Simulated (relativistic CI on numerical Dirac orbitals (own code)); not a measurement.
## Slater's F² for As I from its measured terms

Problem. The ground configuration 4s²4p³ of As I has the measured levels ⁴S: 0.0 (J = 3/2); ²D: 10592.7 (J = 3/2), 10914.9 (J = 5/2); ²P: 18186.3 (J = 1/2), 18647.7 (J = 3/2) cm⁻¹ (NIST Handbook of Basic Atomic Spectroscopic Data (Sansonetti and Martin, J. Phys. Chem. Ref. Data 34, 1559 (2005))). Test the one-configuration theory of p3 and extract F²(4p,4p).

Working.
1. Centres of gravity, weighted by 2J + 1: ⁴S 0.0, ²D 10786.0, ²P 18493.9 cm⁻¹. To first order spin-orbit coupling drops out of them.
2. Slater-Condon theory gives ²D − ⁴S = 9F²/25 and ²P − ²D = 6F²/25, so the ratio of the upper interval to the lower is 6/9 = 0.667, whatever F².
3. Measured intervals: 10786.0 and 7707.9 cm⁻¹, ratio 0.715.
4. F² from the lower interval is 29961 and from the upper 32116 cm⁻¹.

Check. The radial integral calculated for this configuration (Dirac-KLI orbitals, unscaled) is F² = 39365 cm⁻¹; the two empirical values are 76 % and 82 % of it. The ratio departs from 0.67 through mixing with other configurations and second-order spin-orbit coupling.
